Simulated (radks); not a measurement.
These are the eigenvalues of the occupied orbitals of an atom or ion with whole-number occupations (hartree). Method: scalar-relativistic Kohn-Sham, r2SCAN, spin-polarised, spherical densities, finite nucleus; meta-GGA in the generalised Kohn-Sham scheme; Fermi nuclear charge, rms radius of each element as measured or else 0.836 A^(1/3) + 0.57 fm; computed with a radial shooting solver on a logarithmic mesh with Libxc functionals.

1s up: -1658.100
1s down: -1658.100
2s down: -271.2845
2s up: -271.2838
2p down: -242.2618
2p up: -242.2615
3s up: -60.37379
3s down: -60.31411
3p up: -51.21109
3p down: -51.15124
3d up: -38.65017
3d down: -38.60317
4s up: -13.10961
4s down: -12.95130
4p up: -10.08222
4p down: -9.92170
4d up: -5.78850
4d down: -5.62521
5s up: -2.62323
5s down: -2.54041
5p up: -1.85272
5p down: -1.79201
4f up: -1.20441

Which element is it, and in what charge state? The configuration may be excited. Open shells, if any, are filled with parallel spins first.

Answer. Z = 61, promethium, charge +3: Pm3+ in [Xe] 4f4. The list shows which subshells hold electrons but not how many an open one holds; the 1s level, -1658.1 hartree, gives Z - s = 57.6 by -(Z - s)^2/2, which with screening and relativity narrows Z to a few neighbours, and the depths of the outer levels then fix element, charge and occupations together.
